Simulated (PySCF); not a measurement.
# Ga: interval between two levels

Ga [Ar] 3d10 4s2 4p1 [2P3/2, M_J = 3/2] → Ga [Ar] 3d10 4s1 4p2 [4P5/2, M_J = 5/2], as a difference of total energies. All numbers are calculated (PySCF 2.14, the two-component X2C-1e Hamiltonian, in x2c-TZVPall-2c with one added diffuse shell each of s, p, d type (7s8p5d1f, 63 functions)). Correlated levels: [Ne] frozen. "Screened" scales the spin-orbit matrix elements by Boettger's factors to mimic the two-electron term; Breit and QED terms are absent.

```tsv
method	interval between two levels (cm⁻¹)
GHF (spin-free)	26676
GMP2 (spin-free)	34739
GHF (screened spin-orbit)	26733
GMP2 (screened spin-orbit)	34796
```

The labels give the starting determinants; with spin-orbit coupling the two ends relaxed to ⟨J²⟩ = 3.76, ⟨L²⟩ = 2.01, ⟨S²⟩ = 0.76 and ⟨J²⟩ = 8.76, ⟨L²⟩ = 2.01, ⟨S²⟩ = 3.75.
